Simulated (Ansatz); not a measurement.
System: sum formula SiNH$_{2}$Cl$_{2}$, charge 0, multiplicity 2. It need not be the lowest isomer of its formula. 
Structure (B3LYP-D3(BJ)/def2-TZVP (Ansatz, a quantum-chemistry and plane-wave program) minimum search):
```xyz
6

Si     0.1932    -0.3752    -0.4156
Cl    -0.5700    -1.0797     1.3825
Cl    -0.6406     1.4536    -0.9373
N      1.8643    -0.1084    -0.1752
H      2.4300    -0.7919     0.3052
H      2.3954     0.4467    -0.8290
```
Charge 0, spin multiplicity 2.

Computed values are from Ansatz. Cores are frozen in the correlated levels unless marked. Open shells are spin-unrestricted. No spin-orbit coupling. Non-relativistic. CBS marks a two-point X^-3 extrapolation of the correlation energy; Hartree-Fock from the larger set. [CCSD(T)-MP2]/basis is that difference in the basis named.

| Item | Result |
|---|---|
| atomisation energy De | 1918.8 kJ/mol at RI-MP2/CBS(cc-pV(T+d)Z,cc-pV(Q+d)Z)+[CCSD(T)-MP2]/cc-pV(T+d)Z |
| total energy | -1264.6168 Eh at RI-MP2/CBS(cc-pV(T+d)Z,cc-pV(Q+d)Z)+[CCSD(T)-MP2]/cc-pV(T+d)Z |
| dipole moment | 2.68 D at CCSD(T)/aug-cc-pV(D+d)Z |
| T1 diagnostic | 0.013 at CCSD/cc-pV(T+d)Z |
